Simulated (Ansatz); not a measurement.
Reaction (redistribution): `[OH][InH][Cl]` + `C#C[SiH](Cl)OC` → `C#[C][InH][Cl]` + `CO[SiH](O)Cl`

Computed with Ansatz on PBE0-D4/def2-TZVP structures; ΔE is electronic, products minus reactants. CCSD(T)/CBS is the MP2 limit (def2-TZVPP, def2-QZVPP) plus CCSD(T) − MP2 in def2-TZVPP, frozen cores. Functionals use def2-TZVPP. B3LYP here is the variant with VWN-RPA as its local correlation; programs differ in this. def2 core potentials past Kr. For In outer-core shells are correlated without core-valence functions, which leaves a few kJ/mol of doubt a bond. One conformer a species, not always the lowest.

| level | ΔE (kJ/mol) | difference from CCSD(T)/CBS |
| --- | --- | --- |
| PBE0-D4 | -62.3 | 0.6 |
| B3LYP-D4 | -59.4 | 3.5 |
| ωB97M-V | -68.0 | -5.1 |
| PBE | -51.8 | 11.1 |
| r2SCAN | -60.1 | 2.8 |
| PBE0 | -63.7 | -0.8 |
| B3LYP | -61.5 | 1.4 |
| HF/def2-TZVPP | -84.4 | -21.5 |
| MP2/def2-TZVPP | -68.7 | -5.8 |
| SCS-MP2/def2-TZVPP | -68.6 | -5.7 |
| CCSD/def2-TZVPP | -73.6 | -10.7 |
| CCSD(T)/def2-TZVPP | -70.3 | -7.4 |
| HF/def2-QZVPP | -84.4 | -21.5 |
| HF/CBS(def2) | -84.4 | -21.5 |
| MP2/CBS(def2) | -61.3 | 1.6 |
| CCSD/CBS(def2) | -66.2 | -3.3 |
| CCSD(T)/CBS | -62.9 | 0 |

Largest T1 diagnostic among the species: 0.015.

In def2-TZVPP, CCSD(T) changes the Hartree–Fock value by +14.1 kJ/mol (the triples alone add +3.3 kJ/mol) and MP2 by +15.7 kJ/mol. From PBE to PBE0 (25 % exact exchange), in def2-TZVPP and without D4, ΔE moves by −11.9 kJ/mol.
